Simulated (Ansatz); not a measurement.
`N[CH](O)[GeH3]` + `[SiH3]S` → `NC(O)S[SiH3]` + GeH₄  (substitution at a C–Ge bond)

Program: Ansatz. Geometries: PBE0-D4/def2-TZVP. ΔE: electronic, gas phase. CCSD(T)/CBS is the MP2 limit (def2-TZVPP, def2-QZVPP) plus CCSD(T) − MP2 in def2-TZVPP, frozen cores. DFT in def2-TZVPP. B3LYP here is the variant with VWN-RPA as its local correlation; programs differ in this. For Ge outer-core shells are correlated without core-valence functions, which leaves a few kJ/mol of doubt a bond. Scalar relativity is left out up to krypton. Each species was taken in one conformer, which may not be the lowest.

| level | ΔE (kJ/mol) | difference from CCSD(T)/CBS |
| --- | --- | --- |
| PBE-D4 | -20.9 | -6.4 |
| r2SCAN-D4 | -21.8 | -7.3 |
| PBE0-D4 | -20.7 | -6.2 |
| B3LYP-D4 | -19.0 | -4.5 |
| ωB97X-V | -19.1 | -4.6 |
| ωB97M-V | -19.2 | -4.7 |
| B2PLYP | -15.7 | -1.2 |
| PBE | -17.6 | -3.1 |
| r2SCAN | -20.8 | -6.3 |
| PBE0 | -17.9 | -3.4 |
| B3LYP | -13.7 | 0.8 |
| HF/def2-TZVPP | -15.4 | -0.9 |
| MP2/def2-TZVPP | -16.9 | -2.4 |
| SCS-MP2/def2-TZVPP | -15.2 | -0.7 |
| CCSD/def2-TZVPP | -12.3 | 2.2 |
| CCSD(T)/def2-TZVPP | -15.0 | -0.5 |
| HF/def2-QZVPP | -15.7 | -1.2 |
| MP2/def2-QZVPP | -16.7 | -2.2 |
| SCS-MP2/def2-QZVPP | -15.2 | -0.7 |
| HF/CBS(def2) | -15.7 | -1.2 |
| MP2/CBS(def2) | -16.4 | -1.9 |
| CCSD/CBS(def2) | -11.8 | 2.7 |
| CCSD(T)/CBS | -14.5 | 0 |

Largest T1 diagnostic among the species: 0.012.

The D4 term adds −5.2 kJ/mol with B3LYP and −2.9 kJ/mol with PBE0; it sums over pairs of atoms, weighted by their polarisabilities, and B3LYP, whose exchange is more repulsive, gets the larger term.
